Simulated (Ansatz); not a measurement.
Ansatz (a first-principles code) input (B3LYP-D3(BJ)/def2-TZVP):

Ansatz 0.2 input:
```yaml
crystal:
  periodic: [false, false, false]
  atoms:
    - {symbol: Si, position_ang: [0.00058959, -0.06827671, 0.13127602]}
    - {symbol: C, position_ang: [1.73063058, 0.26109584, -0.61961903]}
    - {symbol: C, position_ang: [-0.99823583, -1.16463231, -1.06068559]}
    - {symbol: C, position_ang: [-0.86634182, 1.59457593, 0.45329690]}
    - {symbol: N, position_ang: [0.01355718, -0.90344225, 1.65087334]}
    - {symbol: H, position_ang: [1.66624861, 0.78422232, -1.56876204]}
    - {symbol: H, position_ang: [2.26786410, -0.66663657, -0.79708811]}
    - {symbol: H, position_ang: [2.34082045, 0.86798029, 0.04381513]}
    - {symbol: H, position_ang: [-1.13392313, -0.68040559, -2.02235320]}
    - {symbol: H, position_ang: [-1.98208446, -1.38253450, -0.65882192]}
    - {symbol: H, position_ang: [-0.49942761, -2.11196981, -1.24036342]}
    - {symbol: H, position_ang: [-1.84219978, 1.44548745, 0.90305789]}
    - {symbol: H, position_ang: [-1.00868184, 2.14983028, -0.46819523]}
    - {symbol: H, position_ang: [-0.28680916, 2.22059682, 1.12464151]}
    - {symbol: H, position_ang: [0.36306041, -0.42625736, 2.46600279]}
    - {symbol: H, position_ang: [0.30125701, -1.86831909, 1.67323445]}
basis:
  gaussian:
    orbitals: def2-TZVP
hamiltonian:
  xc: b3lyp
  dispersion: d3bj
relax: {f_tol: 0.002, max_steps: 150}
```

End of the output:

```
mean field -12663.18207426 eV, -465.3633578159 hartree, gradient 1.3e-5 eV, S^2 0.000000; 0 other end points of the search recorded, 0 dependent functions left out
the calculation of the forces begins
reference -12663.18238682 eV, -465.3633693022 hartree; 25, 25 occupied and 202, 202 virtual orbitals, 1440 factors
relax step   6: F+E_penalty+E_count = -12663.78438988 eV  Δ(F+E_penalty+E_count) = -1.441e-4 eV  max|allowed force component| = 7.860e-3 eV/Å  Δτ_max = 0.0084 Å  (30 SCF iters, accepted)
these checks for a lower state are left out or cut short: starts, cluster_reference, orbital_swaps, neighbouring_geometries, increment
integrals: 0.16 GiB planned
1440 factors; their error is unknown
mean field: 1.45 GiB planned
mean field -12663.18207943 eV, -465.3633580060 hartree, gradient 1.3e-5 eV, S^2 0.000000; 0 other end points of the search recorded, 0 dependent functions left out
the calculation of the forces begins
reference -12663.18239202 eV, -465.3633694936 hartree; 25, 25 occupied and 202, 202 virtual orbitals, 1440 factors
relax step   7: F+E_penalty+E_count = -12663.78440274 eV  Δ(F+E_penalty+E_count) = -1.285e-5 eV  max|allowed force component| = 3.183e-3 eV/Å  Δτ_max = 0.0048 Å  (31 SCF iters, accepted)
these checks for a lower state are left out or cut short: starts, cluster_reference, orbital_swaps, neighbouring_geometries, increment
integrals: 0.16 GiB planned
1440 factors; their error is unknown
mean field: 1.45 GiB planned
mean field evaluation 64: about -12663.1821 eV, gradient 3.5e-3 eV
mean field -12663.18207807 eV, -465.3633579559 hartree, gradient 1.3e-5 eV, S^2 0.000000; 0 other end points of the search recorded, 0 dependent functions left out
the calculation of the forces begins
reference -12663.18239068 eV, -465.3633694444 hartree; 25, 25 occupied and 202, 202 virtual orbitals, 1440 factors
relax step   8: F+E_penalty+E_count = -12663.78440496 eV  Δ(F+E_penalty+E_count) = -2.224e-6 eV  max|allowed force component| = 1.328e-3 eV/Å  Δτ_max = 0.0027 Å  (31 SCF iters, accepted)
integrals: 0.16 GiB planned
1440 factors; their error is unknown
mean field: 1.45 GiB planned
mean field -12663.18207807 eV, -465.3633579559 hartree, gradient 1.3e-5 eV, S^2 0.000000; 1 other end points of the search recorded, 0 dependent functions left out
the calculation of the forces begins
reference -12663.18239068 eV, -465.3633694444 hartree; 25, 25 occupied and 202, 202 virtual orbitals, 1440 factors
Total energy: -12663.78471758 eV, -465.3855045493 hartree
Atom 0 at    -0.003191    -0.069204     0.133311 Å, force     0.000403    -0.000014    -0.000114 eV/Å
Atom 1 at     1.686742     0.264871    -0.623675 Å, force     0.001328     0.000425    -0.000715 eV/Å
Atom 2 at    -0.985714    -1.144343    -1.045908 Å, force     0.000337    -0.000736    -0.000769 eV/Å
Atom 3 at    -0.855815     1.570670     0.442617 Å, force     0.000417     0.001168    -0.000074 eV/Å
Atom 4 at     0.059584    -0.904216     1.651108 Å, force    -0.000897     0.000147    -0.000025 eV/Å
Atom 5 at     1.599212     0.792038    -1.577624 Å, force     0.000095    -0.000170     0.000300 eV/Å
Atom 6 at     2.227693    -0.666775    -0.807678 Å, force    -0.000216     0.000091     0.000012 eV/Å
Atom 7 at     2.301679     0.878479     0.039485 Å, force    -0.000144    -0.000006    -0.000087 eV/Å
Atom 8 at    -1.058929    -0.679408    -2.031876 Å, force     0.000030    -0.000179     0.000715 eV/Å
Atom 9 at    -1.997665    -1.312723    -0.672895 Å, force    -0.000605    -0.000203     0.000046 eV/Å
Atom 10 at    -0.511463    -2.120167    -1.180424 Å, force    -0.000298     0.000800     0.000219 eV/Å
Atom 11 at    -1.866733     1.421189     0.826340 Å, force    -0.000470     0.000044     0.000180 eV/Å
Atom 12 at    -0.923579     2.156851    -0.476874 Å, force     0.000032    -0.000455     0.000666 eV/Å
Atom 13 at    -0.305921     2.171387     1.171999 Å, force    -0.000410    -0.000616    -0.000567 eV/Å
Atom 14 at     0.384410    -0.428398     2.478744 Å, force     0.000229     0.000125     0.000233 eV/Å
Atom 15 at     0.316014    -1.878934     1.683658 Å, force     0.000170    -0.000422    -0.000020 eV/Å
Dipole moment:     0.135161    -0.046693     0.073588 e Å
```
